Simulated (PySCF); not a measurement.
Telling isomers of C$_{4}$H$_{12}$O$_{2}$Si$_{2}$ apart by NMR

Theoretical values (PySCF 2.14): geometry: GFN2-xTB, shielding tensors at PBE0/pcSseg-1 (GIAO). Rapidly exchanging positions averaged, one conformer, gas phase, non-relativistic Hamiltonian.

Chemical shifts δ = σref − σ; TMS for ¹H (σ = 31.72 ppm), ¹³C (σ = 186.93 ppm), all at this level. Where no couplings were computed, multiplicities follow the n + 1 count of equivalent neighbours, and m marks all less simple cases (inequivalent or close neighbours, rings, F or P nearby). Shifts are as computed. Against solution values, carbons near 30 ppm lie about +3 ppm off and those near 130 ppm about +5 ppm. Of 1211 compounds with measured shifts, 218 miss one by over three times the rms of a fit or turn the order of signals round; such compounds aren't used in these exercises.

(1) Tabulate the signals of `CC(C)C(=O)O[SiH2][SiH3]`, `C=C[Si@H](OC)[SiH2]OC` and their relative energies.

(2) What is the quickest way to tell CC(C)C(=O)O[SiH2][SiH3] from C=C[Si@H](OC)[SiH2]OC?

## Answers

(1) 
```json
{"SMILES": "CC(C)C(=O)O[SiH2][SiH3]", "carbon types": "1×C 1×CH 2×CH3", "δC": "185.5, 41.9, 21.6", "δH": "5.10 (q, 2H), 3.84 (t, 3H), 2.53 (sept, 1H), 1.23 (d, 6H)", "E rel. (kcal/mol)": "0.0"}
{"SMILES": "C=C[Si@H](OC)[SiH2]OC", "carbon types": "1×CH 1×CH2 2×CH3", "δC": "143.8, 140.7, 56.3, 54.5", "δH": "6.98 (m, 1H), 6.35 (m, 1H), 6.17 (m, 1H), 5.55 (m, 1H), 5.12 (m, 1H), 5.10 (m, 1H), 3.69 (s, 3H), 3.62 (s, 3H)", "E rel. (kcal/mol)": "21.1"}
```

Energies are electronic energies at PBE0/pcSseg-1 on these geometries, without zero-point or thermal terms, each for the one conformer computed, which needn't be the lowest.

(2) Count the carbon signals: 3 against 4. The first has a carbonyl carbon (C) at 185.5 ppm, the second an alkene CH at 143.8 ppm. In the proton spectra the most deshielded non-exchanging signals are 5.10 (q, 2H) and 6.98 (m, 1H).
